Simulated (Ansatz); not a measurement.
Isolated molecules relaxed with PBE0-D4/def2-TZVP in Ansatz; ΔE leaves out vibrations. CCSD(T)/CBS adds triple-zeta CCSD(T) − MP2 to the extrapolated MP2 energy (def2 sets, frozen cores). This one scheme is used for every species. Functionals use def2-TZVPP. One conformer a species, not always the lowest.

`N[SiH](O)Cl` → `N[Si]Cl` + H₂O  (silylene formation by 1,1-elimination)

```json
{"level": "revPBE", "ΔE (kcal/mol)": "46.8"}
{"level": "r2SCAN", "ΔE (kcal/mol)": "58.9"}
```

(1) What does CCSD(T)/CBS give? (An estimate is asked.)

Largest T1 diagnostic among the species: 0.013.

Answers

(1) The calculation gave: +56.1 kcal/mol. The listed levels differ from it by -9.3, 2.8 kcal/mol.

From BLYP to BHLYP (50 % exact exchange), in def2-TZVPP and without D4, ΔE moves by +11.1 kcal/mol. At CCSD(T), def2-SVP lies −4.9 kcal/mol from the extrapolated value and def2-TZVPP −0.5 kcal/mol.
